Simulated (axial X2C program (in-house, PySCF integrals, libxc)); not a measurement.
AsS⁻ along the bond: HF, two-component

Calculated with an in-house all-electron X2C program for linear molecules (integrals from PySCF). Two-component (2c) means X2C with spin–orbit coupling and atomic mean-field two-electron Coulomb and Gaunt terms. Basis: As dyall-acv3z [10s10p7d5f1g], S dyall-av3z [9s8p3d2f] (cores contracted in-house); Gaussian nuclei, density fitting, unrestricted open shells. Masses: As 74.922 u, S 31.972 u.

State: Ω = 1 (⟨Sz⟩ = 1.00, ⟨Lz⟩ = 0.00 at HF). Dipoles are positive if S is the positive end and refer to the centre of mass.

| R (Å) | μ (D) | HOMO (eV) | LUMO (eV) |
| --- | --- | --- | --- |
| 1.847 | -1.181 | -1.49 | 4.21 |
| 1.932 | -1.808 | -1.79 | 4.19 |
| 1.996 | -2.278 | -2.00 | 4.18 |
| 2.059 | -2.746 | -2.21 | 4.16 |
| 2.123 | -3.207 | -2.40 | 4.13 |
| 2.197 | -3.731 | -2.59 | 4.10 |
| 2.272 | -4.228 | -2.76 | 4.06 |
| 2.367 | -4.801 | -2.91 | 4.02 |
| 2.484 | -5.313 | -3.01 | 3.99 |
| 2.654 | -5.872 | -3.05 | 3.96 |

Q: The minimum lies at 2.120 Å. What is the dipole moment there?

A: At HF, 2c, with the sign and origin stated: μ = -3.18 D.

One determinant describes the state; a PBE0 search over occupations chose it and may have missed a lower one. PBE0 can misorder states that lie within some tenths of an eV, so this need not be the ground state of the molecule. The nearest other 2c determinant of the search, Ω = 0, lies 0.49 eV up at the distance of the search. With several unpaired electrons one determinant need not be a pure state. Open-shell Ω = 0 determinants with evenly filled partner blocks cannot be reached by this program, so the Ω shown need not be the lowest component. This is the Ω = 1 component of a π² triplet; the 0⁺ component is not one determinant and can lie lowest. The determinant is spin-polarised beyond a pure state at some levels (its spin-free form has ⟨S²⟩ too high), which makes Re and μ there less reliable. The LUMO of an anion is an unbound level whose energy the basis sets.
